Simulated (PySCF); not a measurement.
Compound: CF3C(O)Cl, C2ClF3O.
InChI=1S/C2ClF3O/c3-1(7)2(4,5)6

Theory: PBE0-D3(BJ)/def2-SVP geometry optimisation, gas phase (PySCF 2.14.0).

Masses are those of the commonest isotopes; rigid-rotor values at the optimised geometry. 

Task: Give the principal moments of inertia and the rotational constants in cm⁻¹.

Result: Ia = 149.73, Ib = 280.19, Ic = 341.58 u·Å²; 505379 MHz·u·Å²/I gives 3375, 1804 and 1480 MHz, that is A = 0.11259, B = 0.06017, C = 0.04935 cm⁻¹.

Task: What kind of rotor is it?

Result: An asymmetric top: κ = (2 × 1804 − 3375 − 1480)/(3375 − 1480) = -0.66.

Task: What does the inertial defect say?

Result: Not planar: Δ = Ic − Ia − Ib = -88.34 u·Å². For a rigid frame Δ = −2 Σ m c², so Σ m c² = 44.17 u·Å² lies off the ab plane. The atom farthest from that plane is 1.15 Å away.

Task: Give the coordinates in the principal-axis frame, origin at the centre of mass.

Result: The sense of each axis is arbitrary; atoms in the order of the calculation.
```json
{"atom": "O1", "mass (u)": "15.995", "a (Å)": "0.560", "b (Å)": "1.827", "c (Å)": "0.005"}
{"atom": "C2", "mass (u)": "12.000", "a (Å)": "0.490", "b (Å)": "0.651", "c (Å)": "0.010"}
{"atom": "Cl3", "mass (u)": "34.969", "a (Å)": "1.870", "b (Å)": "-0.424", "c (Å)": "0.002"}
{"atom": "C4", "mass (u)": "12.000", "a (Å)": "-0.843", "b (Å)": "-0.133", "c (Å)": "0.003"}
{"atom": "F5", "mass (u)": "18.998", "a (Å)": "-0.872", "b (Å)": "-1.011", "c (Å)": "0.994"}
{"atom": "F6", "mass (u)": "18.998", "a (Å)": "-0.968", "b (Å)": "-0.782", "c (Å)": "-1.148"}
{"atom": "F7", "mass (u)": "18.998", "a (Å)": "-1.851", "b (Å)": "0.708", "c (Å)": "0.138"}
```

Task: Where do the levels up to J = 4 lie, in MHz?

Result: Above 0(0,0):
J = 1: 1(0,1) 3283, 1(1,1) 4855, 1(1,0) 5179
J = 2: 2(0,2) 9805, 2(1,2) 11097, 2(1,1) 12070, 2(2,1) 16785, 2(2,0) 16830
J = 3: 3(0,3) 19479, 3(1,3) 20434, 3(1,2) 22375, 3(2,2) 26635, 3(2,1) 26855, 3(3,1) 35330, 3(3,0) 35334
J = 4: 4(0,4) 32205, 4(1,4) 32839, 4(1,3) 36054, 4(2,3) 39732, 4(2,2) 40359, 4(3,2) 48542, 4(3,1) 48570, 4(4,1) 60608, 4(4,0) 60608
Those of J = 1 are B + C, A + C and A + B.

Task: Predict some low-J microwave lines.

Result: The dipole components are |μa| = 0.19 D, |μb| = 0.75 D, |μc| = 0.04 D. The squared components, which scale the intensities, stand as 0.06 : 1.00 : 0.00 (a : b : c). Some lines, for components of 0.1 D or more:

```csv
type,branch,"J(Ka,Kc)",MHz,lower level (cm⁻¹)
a,Q,"1(1,0) ← 1(1,1)",324,0.162
a,Q,"2(1,1) ← 2(1,2)",972,0.370
b,Q,"1(1,0) ← 1(0,1)",1896,0.110
b,Q,"2(1,1) ← 2(0,2)",2265,0.327
a,R,"1(0,1) ← 0(0,0)",3283,0.000
b,Q,"2(2,0) ← 2(1,1)",4760,0.403
b,R,"1(1,1) ← 0(0,0)",4855,0.000
b,R,"2(0,2) ← 1(1,1)",4950,0.162
b,Q,"2(2,1) ← 2(1,2)",5687,0.370
a,R,"2(1,2) ← 1(1,1)",6242,0.162
a,R,"2(0,2) ← 1(0,1)",6521,0.110
a,R,"2(1,1) ← 1(1,0)",6891,0.173
b,R,"2(1,2) ← 1(0,1)",7814,0.110
b,R,"2(2,1) ← 1(1,0)",11606,0.173
b,R,"2(2,0) ← 1(1,1)",11975,0.162
```

Whether it is a minimum is left open (no frequencies). These are rigid-rotor constants of the computed structure; measured ground-state constants (B0) also hold zero-point vibration. Quadrupole hyperfine structure (35Cl) is left out.

The values belong to the conformer `[O:1]=[C:2]([Cl:3])[C:4]([F:5])([F:6])[F:7]`: O1–C2–C4–F5 -127°.
